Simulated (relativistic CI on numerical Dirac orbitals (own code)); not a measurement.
**Forbidden transitions in Pm²⁵⁺**

Method of calculation: Dirac-Coulomb-Breit CI, KLI orbitals optimised for each configuration, model QED, unscaled Slater integrals (own radial code, finite nucleus).

CI space (outside the closed core [Ar] 3d10): 4s2 4p6, 4s2 4p5 4d, 4s 4p6 4d, 4s2 4p5 4f, 4s 4p6 4f, 4s2 4p5 5s, 4s2 4p5 5p, 4p6 4d 4f, 4p6 4d2, 4p5 4d3, 4p5 4d2 4f, 4p5 4d2 5s, 4p5 4d2 5p, 4p6 4f2, 4p5 4d 4f2, 4p5 4f3, 4p5 4f2 5s, 4p5 4f2 5p. Double excitations out of closed p, d and f shells are left out; levels of such configurations are missing from the list, as are those of other unlisted configurations, and high levels can miss mixing partners.

| λ vac (Å) | Lower | Upper | Type | A (s⁻¹) | log gf |
| --- | --- | --- | --- | --- | --- |
| 27.644 | 4s2 4p5 4d 3F°_4 [6] | 4p5 4d3 3H°_6 [101] | E2 | 4.37e+05 | -6.19 |
| 27.692 | 4s2 4p5 4d 3F°_4 [6] | 4p5 4d3 3H°_6 [98] | E2 | 1.07e+05 | -6.80 |
| 28.094 | 4s2 4p5 4d 3F°_4 [6] | 4p5 4d3 5G°_6 [81] | E2 | 6.56e+04 | -7.00 |
| 28.435 | 4s2 4p5 4d 3F°_4 [6] | 4p5 4d3 5G°_6 [69] | E2 | 2.96e+05 | -6.33 |
| 48.977 | 4s2 4p5 4d 3P°_0 [2] | 4s2 4p5 5s 3P°_2 [30] | E2 | 1.19e+07 | -4.67 |
| 49.477 | 4s2 4p5 4d 3P°_1 [3] | 4s2 4p5 5s 3P°_2 [30] | E2 | 3.39e+07 | -4.21 |
| 49.741 | 4s2 4p5 4d 3F°_2 [10] | 4s2 4p5 5s 3P°_0 [38] | E2 | 1.16e+08 | -4.37 |
| 50.067 | 4s2 4p5 4d 3F°_3 [4] | 4s2 4p5 5s 3P°_2 [30] | E2 | 3.66e+07 | -4.16 |
| 50.246 | 4s2 4p5 4d 3D°_2 [5] | 4s2 4p5 5s 3P°_2 [30] | E2 | 4.75e+07 | -4.05 |
| 50.812 | 4s2 4p5 4d 3F°_4 [6] | 4s2 4p5 5s 3P°_2 [30] | E2 | 9.49e+07 | -3.74 |
| 51.190 | 4s2 4p5 4d 3D°_2 [11] | 4s2 4p5 5s 3P°_0 [38] | E2 | 1.45e+08 | -4.24 |
| 52.143 | 4s2 4p5 4d 3D°_3 [8] | 4s2 4p5 5s 3P°_2 [30] | E2 | 3.31e+07 | -4.17 |
| 52.938 | 4s 4p6 4d 3D_1 [14] | 4p6 4d2 3P_1 [53] | E2 | 4.93e+07 | -4.21 |
| 53.438 | 4s 4p6 4d 1D_2 [17] | 4p6 4d2 1S_0 [56] | E2 | 1.10e+08 | -4.33 |
| 53.463 | 4s 4p6 4f 3F°_4 [34] | 4p5 4d3 1I°_6 [154] | E2 | 2.08e+05 | -5.94 |
| 53.530 | 4s 4p6 4d 3D_3 [16] | 4p6 4d2 1G_4 [54] | E2 | 3.10e+07 | -3.92 |
| 53.646 | 4s 4p6 4d 3D_2 [15] | 4p6 4d2 3F_4 [51] | E2 | 2.09e+07 | -4.09 |
| 53.892 | 4s 4p6 4d 3D_1 [14] | 4p6 4d2 3F_3 [49] | E2 | 2.00e+07 | -4.21 |
| 54.319 | 4s 4p6 4d 3D_2 [15] | 4p6 4d2 3P_0 [50] | E2 | 9.44e+07 | -4.38 |
| 54.412 | 4s 4p6 4d 3D_2 [15] | 4p6 4d2 3F_3 [49] | E2 | 4.62e+07 | -3.84 |
| 54.593 | 4s 4p6 4d 3D_3 [16] | 4p6 4d2 3P_1 [53] | E2 | 4.44e+07 | -4.23 |
| 54.808 | 4s 4p6 4d 3D_3 [16] | 4p6 4d2 3F_4 [51] | E2 | 5.11e+07 | -3.68 |
| 55.608 | 4s 4p6 4d 3D_3 [16] | 4p6 4d2 3F_3 [49] | E2 | 2.60e+07 | -4.07 |
| 55.709 | 4s 4p6 4f 3F°_2 [31] | 4p5 4d3 3P°_0 [139] | E2 | 1.37e+07 | -5.20 |
| 55.901 | 4s 4p6 4d 1D_2 [17] | 4p6 4d2 1G_4 [54] | E2 | 6.28e+07 | -3.58 |
| 56.054 | 4s 4p6 4f 3F°_4 [34] | 4p6 4d 4f 3H°_6 [137] | E2 | 4.55e+07 | -3.55 |
| 57.296 | 4s 4p6 4d 1D_2 [17] | 4p6 4d2 3F_4 [51] | E2 | 2.12e+07 | -4.03 |
| 61.282 | 4s 4p6 4f 3F°_4 [34] | 4p5 4d3 3H°_6 [101] | E2 | 3.08e+05 | -5.65 |
| 63.537 | 4s 4p6 4f 3F°_4 [34] | 4p5 4d3 5G°_6 [81] | E2 | 2.59e+04 | -6.69 |
| 65.310 | 4s 4p6 4f 3F°_4 [34] | 4p5 4d3 5G°_6 [69] | E2 | 5.45e+04 | -6.34 |
| 108.30 | 4s2 4p6 1S_0 [1] | 4s2 4p5 4d 1D°_2 [7] | M2 | 2.86e+03 | -7.60 |
| 308.34 | 4s2 4p5 4d 3P°_1 [3] | 4s2 4p5 4d 3D°_2 [11] | M1 | 1.44e+04 | -5.99 |
| 340.83 | 4s2 4p5 4d 3D°_2 [5] | 4s2 4p5 4d 3D°_2 [11] | M1 | 9.94e+03 | -6.06 |
| 351.29 | 4s2 4p5 4d 3F°_4 [6] | 4s2 4p5 4d 1F°_3 [12] | M1 | 2.14e+05 | -4.56 |
| 362.61 | 4p5 4d3 3I°_7 [88] | 4p5 4d3 1I°_6 [154] | M1 | 1.82e+05 | -4.33 |
| 371.52 | 4s2 4p5 4d 1D°_2 [7] | 4s2 4p5 4d 1F°_3 [12] | M1 | 2.56e+04 | -5.43 |
| 373.93 | 4s2 4p5 4d 3P°_1 [3] | 4s2 4p5 4d 3F°_2 [10] | M1 | 1.17e+04 | -5.91 |
| 391.04 | 4s2 4p5 4d 1D°_2 [7] | 4s2 4p5 4d 3D°_2 [11] | M1 | 1.08e+05 | -4.91 |
| 408.21 | 4p5 4d3 3H°_6 [98] | 4p5 4d3 1I°_6 [154] | M1 | 6.62e+04 | -4.67 |
| 410.48 | 4s2 4p5 4d 3F°_3 [4] | 4s2 4p5 4d 3F°_2 [10] | M1 | 1.82e+05 | -4.64 |
| 422.81 | 4s2 4p5 4d 3D°_2 [5] | 4s2 4p5 4d 3F°_2 [10] | M1 | 5.80e+04 | -5.11 |
| 426.57 | 4s2 4p5 4d 3D°_3 [8] | 4s2 4p5 4d 1F°_3 [12] | M1 | 7.15e+04 | -4.86 |
| 452.51 | 4s2 4p5 4d 3D°_3 [8] | 4s2 4p5 4d 3D°_2 [11] | M1 | 7.36e+04 | -4.95 |
| 502.93 | 4s2 4p5 4d 1D°_2 [7] | 4s2 4p5 4d 3F°_2 [10] | M1 | 5.88e+03 | -5.95 |
| 665.13 | 4s2 4p5 4d 3D°_1 [9] | 4s2 4p5 4d 3D°_2 [11] | M1 | 4.19e+04 | -4.86 |

Terms are leading LS components. Brackets give the number of a level in order of energy, since labels repeat. The list gives strong lines, with weight on those to low levels, among the lowest 200 of 2423 levels, so that lines to higher ones, which can be the strongest, are missing. Levels whose partners in the same complex of configurations lie outside the list can be far off, and so can their lines. Rates are taken at the computed energies, electric ones in the length gauge.

At this charge energies of transitions that change n are usually good to better than 1 %, and those within a shell (Δn = 0) to a few per cent.

LS names give the leading component of a level, which can be under half, so a name can repeat, a term be missing and a line seem to break the LS rules.
